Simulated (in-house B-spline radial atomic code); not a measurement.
Radial electron density of the iridium ion Ir⁺, [Xe] 4f14 5d7 6s1. Computed with a radial B-spline atomic code at the basis-set limit: scalar-relativistic (X2C) PBE, spin-polarised, spherical fractional occupations, Fermi nucleus of rms radius 5.4032 fm.

One-electron X2C: radii and densities carry no picture-change correction, so inner-shell <1/r> comes out high (for 1s by about 2 % at Z = 33, 5 % at 54, 10 % at 75, 30 % at 118) and <r> low.

Columns: r (bohr), 4πr²n(r) (electrons per bohr), bar.

```
0.000325     3.35 #
0.000406    4.554 #
0.000507    6.162 ##
0.000634    8.316 ###
0.000793    11.17 ###
0.000991     14.9 #####
 0.00124    19.77 ######
 0.00155    25.96 ########
 0.00194    33.77 ##########
 0.00242    43.15 #############
 0.00303     54.4 #################
 0.00378    66.86 #####################
 0.00473    80.19 #########################
 0.00591    92.85 #############################
 0.00739    103.2 ################################
 0.00924    109.3 ##################################
  0.0115    109.6 ##################################
  0.0144    104.4 ################################
   0.018    97.01 ##############################
  0.0226    93.27 #############################
  0.0282    99.54 ###############################
  0.0352    116.6 ####################################
  0.0441    136.3 ##########################################
  0.0551    143.1 ############################################
  0.0688    130.8 ########################################
  0.0861    113.1 ###################################
   0.108    113.4 ###################################
   0.134    128.6 ########################################
   0.168    127.2 #######################################
    0.21    96.02 ##############################
   0.263    71.06 ######################
   0.328       77 ########################
   0.411    83.39 ##########################
   0.513    64.38 ####################
   0.642    37.87 ############
   0.802    23.92 #######
       1    18.44 ######
    1.25    13.24 ####
    1.57    7.845 ##
    1.96    4.221 #
    2.45    2.114 #
    3.06   0.9156 
    3.83   0.3001 
    4.78  0.06912 
    5.98 0.009497 
    7.47 0.0006907 
    9.34 2.252e-05
```

On this grid the curve has 4 maxima, near 0.0115, 0.0551, 0.134, 0.411 bohr.

The 5d down radial function P(r) = rR(r), positive near the nucleus:

```csv
r (bohr),P
0.00591,0.0008446
0.00924,0.002707
0.0144,0.008337
0.0226,0.02462
0.0352,0.06458
0.0551,0.1449
0.0861,0.2443
0.134,0.2371
0.21,-0.04212
0.328,-0.3783
0.513,-0.183
0.802,0.4805
1.25,0.8423
1.96,0.6439
3.06,0.2866
4.78,0.06757
7.47,0.005965
```
